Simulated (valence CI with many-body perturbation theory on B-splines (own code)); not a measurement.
## Level structure of Ge XX

Calculated by valence CI with perturbative core correlation (CI+MBPT): three valence electrons over a frozen Dirac-Fock core [Ne], radial functions for each j: 11 s, 11 p, 10 d, 8 f, 5 g, 2 h, with the one-electron correlation potential Σ1, the two-electron term Σ2, the three-electron term Σ3, Breit, model QED; selected CI, second order for the rest, scaled by the run's own slope (own B-spline code, finite nucleus).

No measured spectrum was set against this ion. As an estimate, levels of excited configurations hold to 0.05 to 0.15 % of their energy, terms of the ground configuration to about 0.5 %.

Levels 91 to 135 of 151, with energies above the lowest level, 3s2 3p 2P°_1/2. "Leading %" is the weight of the configuration and term that name the level; weights of strongly mixed levels are sums over their largest components and can fall short. In the jj column 3d3/2^4 stands for four electrons in 3d with j = 3/2. Lifetimes count E1, E2, E3, M1 and M2 decay at the calculated energies, and are blank where another channel may lead or the interval is too uncertain; long ones can be off by a factor of two.

| No. | Configuration | Term | J | E (eV) | Leading % | Lifetime | Second component | Leading jj |
| --- | --- | --- | --- | --- | --- | --- | --- | --- |
| 91 | 3p 3d2 | 4D° | 1/2 | 252.58 | 60 | 19.2 ps | 20 % 3p 3d2 4P° | 3p1/2 3d3/2 3d5/2 (84 %) |
| 92 | 3p 3d2 | 2F° | 7/2 | 252.65 | 71 | 23.1 ps | 14 % 3p 3d2 4D° | 3p1/2 3d5/2^2 (54 %) |
| 93 | 3p 3d2 | 2S° | 1/2 | 253.08 | 40 | 15.9 ps | 37 % 3p 3d2 4D° | 3p1/2 3d3/2^2 (52 %) |
| 94 | 3p 3d2 | 2F° | 5/2 | 253.15 | 39 | 23.6 ps | 17 % 3p 3d2 4D° | 3p1/2 3d5/2^2 (38 %) |
| 95 | 3p 3d2 | 4F° | 3/2 | 254.23 | 54 | 13.0 ps | 38 % 3p 3d2 4D° | 3p1/2 3d3/2^2 (34 %) |
| 96 | 3p 3d2 | 2D° | 3/2 | 255.11 | 36 | 16.7 ps | 29 % 3p 3d2 4D° | 3p3/2 3d3/2 3d5/2 (36 %) |
| 97 | 3p 3d2 | 4F° | 5/2 | 255.18 | 76 | 11.7 ps | 10 % 3p 3d2 2D° | 3p1/2 3d3/2 3d5/2 (48 %) |
| 98 | 3p 3d2 | 2G° | 9/2 | 255.35 | 51 | 20.9 ps | 31 % 3p 3d2 2H° | 3p1/2 3d3/2 3d5/2 (71 %) |
| 99 | 3p 3d2 | 4F° | 7/2 | 255.52 | 45 | 14.6 ps | 26 % 3p 3d2 2G° | 3p1/2 3d3/2 3d5/2 (40 %) |
| 100 | 3p 3d2 | 4D° | 5/2 | 257.26 | 60 | 20.7 ps | 34 % 3p 3d2 2D° | 3p3/2 3d5/2^2 (48 %) |
| 101 | 3p 3d2 | 2G° | 7/2 | 257.44 | 68 | 16.9 ps | 13 % 3p 3d2 4F° | 3p3/2 3d3/2 3d5/2 (56 %) |
| 102 | 3p 3d2 | 4P° | 3/2 | 257.80 | 83 | 15.8 ps | 6 % 3p 3d2 4D° | 3p1/2 3d3/2 3d5/2 (32 %) |
| 103 | 3p 3d2 | 4F° | 9/2 | 257.86 | 74 | 14.4 ps | 22 % 3p 3d2 2H° | 3p3/2 3d5/2^2 (34 %) |
| 104 | 3p 3d2 | 4D° | 7/2 | 258.54 | 71 | 17.4 ps | 25 % 3p 3d2 4F° | 3p3/2 3d3/2 3d5/2 (53 %) |
| 105 | 3p 3d2 | 4P° | 1/2 | 259.63 | 59 | 14.0 ps | 38 % 3p 3d2 2S° | 3p3/2 3d3/2 3d5/2 (64 %) |
| 106 | 3p 3d2 | 4P° | 5/2 | 260.55 | 69 | 14.2 ps | 22 % 3p 3d2 4D° | 3p3/2 3d3/2 3d5/2 (68 %) |
| 107 | 3p 3d2 | 2H° | 9/2 | 261.55 | 46 | 21.8 ps | 45 % 3p 3d2 2G° | 3p3/2 3d5/2^2 (60 %) |
| 108 | 3p 3d2 | 4D° | 3/2 | 261.67 | 66 | 8.74 ps | 21 % 3p 3d2 2P° | 3p3/2 3d3/2^2 (59 %) |
| 109 | 3p 3d2 | 4D° | 1/2 | 262.07 | 93 | 8.75 ps |  | 3p3/2 3d3/2^2 (72 %) |
| 110 | 3p 3d2 | 4D° | 7/2 | 262.22 | 91 | 9.27 ps | 5 % 3p 3d2 4F° | 3p3/2 3d3/2 3d5/2 (41 %) |
| 111 | 3p 3d2 | 4D° | 5/2 | 262.23 | 71 | 9.80 ps | 21 % 3p 3d2 4P° | 3p3/2 3d3/2 3d5/2 (54 %) |
| 112 | 3p 3d2 | 2P° | 3/2 | 263.44 | 62 | 8.92 ps | 26 % 3p 3d2 4D° | 3p3/2 3d3/2 3d5/2 (54 %) |
| 113 | 3p 3d2 | 2H° | 11/2 | 263.92 | 100 | 33.4 ps |  | 3p3/2 3d3/2 3d5/2 (77 %) |
| 114 | 3p 3d2 | 2P° | 1/2 | 265.90 | 92 | 9.44 ps | 4 % 3p 3d2 4D° | 3p3/2 3d5/2^2 (56 %) |
| 115 | 3p 3d2 | 4S° | 3/2 | 267.33 | 91 | 6.74 ps | 7 % 3p 3d2 4P° | 3p3/2 3d3/2 3d5/2 (44 %) |
| 116 | 3p 3d2 | 2F° | 5/2 | 267.98 | 86 | 10.2 ps | 5 % 3p 3d2 2D° | 3p3/2 3d3/2 3d5/2 (45 %) |
| 117 | 3p 3d2 | 2F° | 7/2 | 269.36 | 94 | 13.4 ps |  | 3p3/2 3d3/2 3d5/2 (49 %) |
| 118 | 3p 3d2 | 2D° | 3/2 | 270.91 | 82 | 9.07 ps | 10 % 3p 3d2 2P° | 3p3/2 3d3/2 3d5/2 (55 %) |
| 119 | 3p 3d2 | 2P° | 1/2 | 271.76 | 98 | 14.8 ps |  | 3p1/2 3d5/2^2 (28 %) |
| 120 | 3p 3d2 | 2D° | 5/2 | 272.74 | 86 | 9.07 ps | 6 % 3p 3d2 2F° | 3p3/2 3d5/2^2 (50 %) |
| 121 | 3p 3d2 | 2F° | 7/2 | 273.73 | 63 | 9.09 ps | 28 % 3p 3d2 2G° | 3p1/2 3d3/2 3d5/2 (40 %) |
| 122 | 3p 3d2 | 2P° | 3/2 | 276.21 | 92 | 15.2 ps |  | 3p3/2 3d5/2^2 (77 %) |
| 123 | 3p 3d2 | 2G° | 9/2 | 276.29 | 98 | 9.32 ps |  | 3p3/2 3d3/2 3d5/2 (66 %) |
| 124 | 3p 3d2 | 2F° | 5/2 | 276.46 | 98 | 11.1 ps |  | 3p3/2 3d3/2 3d5/2 (75 %) |
| 125 | 3p 3d2 | 2G° | 7/2 | 277.82 | 65 | 9.70 ps | 30 % 3p 3d2 2F° | 3p3/2 3d5/2^2 (46 %) |
| 126 | 3p 3d2 | 2D° | 5/2 | 282.48 | 96 | 8.06 ps |  | 3p3/2 3d3/2 3d5/2 (38 %) |
| 127 | 3p 3d2 | 2D° | 3/2 | 282.49 | 90 | 7.56 ps |  | 3p3/2 3d3/2 3d5/2 (45 %) |
| 128 | 3p 3d2 | 2P° | 1/2 | 285.77 | 97 | 6.67 ps |  | 3p3/2 3d3/2 3d5/2 (58 %) |
| 129 | 3p 3d2 | 2P° | 3/2 | 286.75 | 90 | 6.66 ps | 5 % 3p 3d2 2D° | 3p3/2 3d5/2^2 (47 %) |
| 130 | 3d3 | 4F | 3/2 | 329.98 | 99 | 9.02 ps |  | 3d3/2^3 (42 %) |
| 131 | 3d3 | 4F | 5/2 | 330.40 | 99 | 9.28 ps |  | 3d3/2^2 3d5/2 (80 %) |
| 132 | 3d3 | 4F | 7/2 | 330.92 | 99 | 9.61 ps |  | 3d3/2 3d5/2^2 (73 %) |
| 133 | 3d3 | 4F | 9/2 | 331.49 | 97 | 9.98 ps |  | 3d3/2 3d5/2^2 (50 %) |
| 134 | 3s2 4s | 2S | 1/2 | 335.54 | 97 | 1.09 ps |  | 3s^2 4s (97 %) |
| 135 | 3d3 | 2G | 7/2 | 335.62 | 98 | 11.4 ps |  | 3d3/2 3d5/2^2 (51 %) |

Names give the largest LS component (configuration and term), which can be under half, so a name can repeat, a term be missing and a line seem to break the LS rules; names also repeat where a configuration has a term twice.

Where two levels of one J and parity lie close, their mixing, g and order are uncertain.
